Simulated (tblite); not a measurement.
C3H9ClO2SSi.
Numbering: `[CH3:1][C@H:2]([CH2:3][SiH3:4])[S:5](=[O:6])(=[O:7])[Cl:8]` (hydrogens: H9, H10, H11 on C1; H12 on C2; H13, H14 on C3; H15, H16, H17 on Si4)

Computed with GFN2-xTB (tblite), gas phase: L-BFGS steps from a force-field or distance-geometry start until the largest atomic force falls under 0.01 eV/Å.

Step 26: E = -780.6806 eV
```
atom  x, y, z in Å  |  force x, y, z in eV/Å
C1      0.0580   -2.0753    0.0861    0.068  -0.041  -0.021
C2      0.0921   -0.6101    0.4642   -0.133  -0.121  -0.021
C3     -1.0353    0.2190   -0.0851    0.028  -0.002   0.001
Si4    -0.9390    2.1020    0.2732    0.006   0.088  -0.014
S5      1.6418    0.0354   -0.2491   -0.119  -0.019   0.046
O6      1.8158    1.4262    0.0340   -0.003  -0.022   0.048
O7      2.7353   -0.8506    0.0060   -0.065   0.136  -0.030
Cl8     1.2797   -0.0369   -2.2487    0.050  -0.112  -0.035
H9      1.0349   -2.5081    0.2867    0.000  -0.105   0.076
H10    -0.1466   -2.2033   -0.9770   -0.058   0.074   0.054
H11    -0.6995   -2.6147    0.6589    0.089   0.086  -0.078
H12     0.2124   -0.4931    1.5437    0.128   0.112  -0.105
H13    -1.9793   -0.1799    0.2933    0.046  -0.023   0.031
H14    -1.0533    0.0732   -1.1658   -0.069  -0.003  -0.024
H15    -2.2862    2.4191    0.7767   -0.001   0.013  -0.024
H16     0.0025    2.5262    1.2938   -0.024  -0.074   0.113
H17    -0.7406    2.7828   -1.0010    0.057   0.012  -0.015
```

Step 27: E = -780.6865 eV
```
atom  x, y, z in Å  |  force x, y, z in eV/Å
C1      0.0581   -2.0752    0.0890    0.071  -0.035  -0.041
C2      0.0903   -0.6123    0.4626   -0.122  -0.025  -0.006
C3     -1.0370    0.2151   -0.0839    0.006   0.070  -0.014
Si4    -0.9337    2.0989    0.2792    0.019   0.057  -0.039
S5      1.6350    0.0413   -0.2595   -0.082  -0.025   0.178
O6      1.8004    1.4357    0.0144   -0.029  -0.043   0.034
O7      2.7354   -0.8321    0.0134   -0.100   0.140  -0.097
Cl8     1.2702   -0.0444   -2.2552    0.068  -0.131  -0.058
H9      1.0323   -2.5057    0.2951    0.067  -0.149   0.089
H10    -0.1414   -2.2012   -0.9721   -0.060   0.049  -0.059
H11    -0.7031   -2.6154    0.6515    0.045   0.061  -0.007
H12     0.2094   -0.4892    1.5400    0.161   0.104  -0.053
H13    -1.9812   -0.1837    0.2938    0.044  -0.023   0.016
H14    -1.0503    0.0745   -1.1651   -0.102  -0.012  -0.030
H15    -2.2852    2.4206    0.7707    0.019   0.017  -0.041
H16     0.0012    2.5119    1.3110   -0.039  -0.072   0.114
H17    -0.7075    2.7731   -0.9950    0.033   0.017   0.013
```

Step 28: E = -780.6936 eV
```
atom  x, y, z in Å  |  force x, y, z in eV/Å
C1      0.0597   -2.0762    0.0917    0.059  -0.018  -0.052
C2      0.0862   -0.6157    0.4606   -0.054   0.097   0.012
C3     -1.0391    0.2119   -0.0832   -0.033   0.122  -0.030
Si4    -0.9273    2.0971    0.2850    0.039   0.008  -0.052
S5      1.6248    0.0474   -0.2684   -0.021  -0.008   0.238
O6      1.7824    1.4455   -0.0056   -0.074  -0.048   0.022
O7      2.7342   -0.8096    0.0204   -0.109   0.102  -0.143
Cl8     1.2608   -0.0556   -2.2633    0.083  -0.141  -0.055
H9      1.0306   -2.5061    0.3063    0.113  -0.168   0.081
H10    -0.1368   -2.1976   -0.9675   -0.039   0.011  -0.172
H11    -0.7059   -2.6157    0.6427   -0.018   0.015   0.076
H12     0.2100   -0.4819    1.5342    0.172   0.081   0.016
H13    -1.9823   -0.1879    0.2948    0.024  -0.013   0.001
H14    -1.0491    0.0760   -1.1649   -0.130  -0.017  -0.029
H15    -2.2838    2.4228    0.7635    0.042   0.021  -0.059
H16    -0.0011    2.4947    1.3324   -0.060  -0.071   0.103
H17    -0.6705    2.7631   -0.9885    0.008   0.026   0.042
```

Step 29: E = -780.7023 eV
```
atom  x, y, z in Å  |  force x, y, z in eV/Å
C1      0.0631   -2.0779    0.0938    0.025   0.007  -0.050
C2      0.0804   -0.6185    0.4582    0.054   0.193   0.030
C3     -1.0424    0.2102   -0.0829   -0.066   0.128  -0.040
Si4    -0.9190    2.0957    0.2910    0.058  -0.041  -0.049
S5      1.6112    0.0549   -0.2755    0.047   0.025   0.189
O6      1.7603    1.4567   -0.0277   -0.128  -0.030   0.021
O7      2.7312   -0.7821    0.0259   -0.078   0.024  -0.152
Cl8     1.2522   -0.0720   -2.2736    0.091  -0.138  -0.016
H9      1.0302   -2.5102    0.3209    0.105  -0.145   0.042
H10    -0.1326   -2.1929   -0.9648    0.012  -0.035  -0.234
H11    -0.7090   -2.6149    0.6335   -0.071  -0.031   0.143
H12     0.2146   -0.4715    1.5271    0.156   0.046   0.084
H13    -1.9829   -0.1933    0.2962   -0.014   0.010  -0.011
H14    -1.0507    0.0773   -1.1652   -0.150  -0.016  -0.025
H15    -2.2814    2.4258    0.7538    0.068   0.030  -0.079
H16    -0.0053    2.4726    1.3597   -0.090  -0.069   0.077
H17    -0.6271    2.7521   -0.9804   -0.021   0.042   0.070
```

**Question.** Estimate the geometry and energy of step 30. (The exact step hangs on the optimiser's Hessian estimate; all steps are aligned on step 29, rigid shifts and turns removed.)

**Answer.** E = -780.7114 eV, largest force 0.248 eV/Å
```
atom  x, y, z in Å  |  force x, y, z in eV/Å
C1      0.0672   -2.0791    0.0946   -0.024   0.031  -0.033
C2      0.0754   -0.6182    0.4559    0.146   0.198   0.035
C3     -1.0471    0.2104   -0.0831   -0.067   0.074  -0.032
Si4    -0.9101    2.0943    0.2961    0.065  -0.070  -0.029
S5      1.5978    0.0631   -0.2800    0.086   0.053   0.040
O6      1.7377    1.4682   -0.0484   -0.166   0.013   0.030
O7      2.7270   -0.7553    0.0284   -0.001  -0.070  -0.116
Cl8     1.2485   -0.0911   -2.2840    0.085  -0.121   0.048
H9      1.0307   -2.5179    0.3361    0.033  -0.076  -0.024
H10    -0.1293   -2.1879   -0.9657    0.080  -0.072  -0.198
H11    -0.7129   -2.6120    0.6269   -0.076  -0.046   0.156
H12     0.2232   -0.4600    1.5208    0.116   0.012   0.119
H13    -1.9834   -0.1991    0.2982   -0.054   0.042  -0.013
H14    -1.0566    0.0776   -1.1656   -0.150  -0.009  -0.019
H15    -2.2781    2.4289    0.7425    0.088   0.041  -0.093
H16    -0.0117    2.4484    1.3886   -0.117  -0.067   0.044
H17    -0.5853    2.7417   -0.9713   -0.044   0.066   0.084
```

The energy changes by -0.0091 eV. The first-order estimate −F·Δx gives -0.0126 eV and the mean of the old and new forces, exact on a quadratic surface, -0.0091 eV. The step makes an angle of 76° with the force vector and moves no atom by more than 0.044 Å.

The cost below is that of the whole relaxation. Time: 0.87 s wall. Hardware: one thread of an Arm Neoverse V1, no GPU, shared host with 32 logical CPUs at a one-minute load of 22.
